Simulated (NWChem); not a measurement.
System: H₂SeS; SMILES S[SeH]

The following NWChem deck was run.

```
start job
memory heap 200 mb stack 900 mb global 1100 mb
geometry units angstroms noautoz
  Se     0.037299     0.731509     0.036439
  H     -1.387194     0.926023    -0.305023
  S      0.009565    -1.475342     0.067404
  H      0.331887    -1.677647    -1.232126
end
basis spherical
  * library def2-svpd
end
dft
  xc pbe0
  iterations 150
end
tddft
  cis
  nroots 6
  notriplet
end
task tddft energy
```

Parts of the log:

```
             Northwest Computational Chemistry Package (NWChem) 7.3.0
             --------------------------------------------------------

 C1  symmetry detected

                             Geometry "geometry" -> ""
                             -------------------------

 Output coordinates in angstroms (scale by  1.889725989 to convert to a.u.)

  No.       Tag          Charge          X              Y              Z
 ---- ---------------- ---------- -------------- -------------- --------------
    1 Se                  34.0000     0.03557027     0.72159950     0.01183591
    2 H                    1.0000    -1.42805221     0.91918369    -0.03697023
    3 S                   16.0000     0.00969212    -1.48502613     0.05714573
    4 H                    1.0000     0.06358926    -1.69314866    -1.27978251

 Effective nuclear repulsion energy (a.u.)     158.6031890194

                                 NWChem DFT Module
                                 -----------------

 Summary of "ao basis" -> "ao basis" (spherical)
 ------------------------------------------------------------------------------
       Tag                 Description            Shells   Functions and Types
 ---------------- ------------------------------  ------  ---------------------
 Se                        def2-svpd                15       41   6s5p4d
 H                         def2-svpd                 4        8   2s2p
 S                         def2-svpd                11       27   5s4p2d

            General Information
            -------------------
          SCF calculation type: DFT
          Wavefunction type:  closed shell.
          No. of atoms     :     4
          No. of electrons :    52
           Alpha electrons :    26
            Beta electrons :    26
          Charge           :     0
          Spin multiplicity:     1
          Use of symmetry is: off; symmetry adaption is: off
          Maximum number of iterations: 150
          AO basis - number of functions:    84
                     number of shells:    34
          Convergence on energy requested:  1.00D-06
          Convergence on density requested:  1.00D-05
          Convergence on gradient requested:  5.00D-04

              XC Information
              --------------
                         PBE0 Method XC Functional
                     Hartree-Fock (Exact) Exchange  0.250
          PerdewBurkeErnzerhof Exchange Functional  0.750
            Perdew 1991 LDA Correlation Functional  1.000 local
           PerdewBurkeErnz. Correlation Functional  1.000 non-local

[...]

                                NWChem TDDFT Module
                                -------------------

            General Information
            -------------------
           No. of orbitals :     168
            Alpha orbitals :      84
             Beta orbitals :      84
        Alpha frozen cores :       0
         Beta frozen cores :       0
     Alpha frozen virtuals :       0
      Beta frozen virtuals :       0
         Spin multiplicity :       1
    Number of AO functions :      84
        Use of symmetry is : off
      Symmetry adaption is : off
         Schwarz screening :  0.10D-07

              XC Information
              --------------
                  PBE0 Method XC Functional
              Hartree-Fock (Exact) Exchange   0.25
   PerdewBurkeErnzerhof Exchange Functional   0.75
     Perdew 1991 LDA Correlation Functional   1.00 local
    PerdewBurkeErnz. Correlation Functional   1.00 non-local

             TDDFT Information
             -----------------
          Calculation type : Tamm-Dancoff TDDFT
         Wavefunction type : Restricted singlets
          No. of electrons :      52
           Alpha electrons :      26
            Beta electrons :      26
              No. of roots :       6
          Max subspacesize :    5200
            Max iterations :     100
               Target root :       1
           Target symmetry : none
      Symmetry restriction : off
                 Algorithm : Optimal
        Davidson threshold :  0.10D-03

    6 smallest eigenvalue differences (eV)
--------------------------------------------------------
  No. Spin  Occ  Vir  Irrep   E(Occ)    E(Vir)   E(Diff)
--------------------------------------------------------
    1    1   26   27 a        -0.266    -0.062     5.567
    2    1   25   27 a        -0.281    -0.062     5.972
    3    1   26   28 a        -0.266    -0.010     6.980
    4    1   25   28 a        -0.281    -0.010     7.385
    5    1   26   29 a        -0.266     0.011     7.548
    6    1   25   29 a        -0.281     0.011     7.953
--------------------------------------------------------

  Entering Davidson iterations
  Restricted singlet excited states

  Iter   NTrls   NConv    DeltaV     DeltaE      Time
  ----  ------  ------  ---------  ---------  ---------
    1      6       0     0.57E-01   0.10+100       14.2
    2     12       0     0.17E-01   0.67E-02       14.1
    3     18       0     0.61E-02   0.53E-03       14.2
    4     24       0     0.25E-02   0.12E-03       14.1
    5     30       4     0.71E-03   0.19E-04       14.1
    6     32       5     0.16E-03   0.92E-06       11.1
    7     33       6     0.67E-04   0.41E-07        9.7
  ----  ------  ------  ---------  ---------  ---------
  Convergence criterion met

  Ground state a       -2800.112196497580 a.u.

  ----------------------------------------------------------------------------
  Root   1 singlet a              0.149750859 a.u.                4.0749 eV
  ----------------------------------------------------------------------------
     Transition Moments    X -0.00146   Y  0.15105   Z -0.14511
     Dipole Oscillator Strength                    0.0043803751
     Electric Quadrupole                           0.0000000066
     Magnetic Dipole                               0.0000001522
     Total Oscillator Strength                     0.0043805339

[...]
```

Level: PBE0/def2-SVPD, TDA. The geometry was optimised at PBE0/def2-SVP.
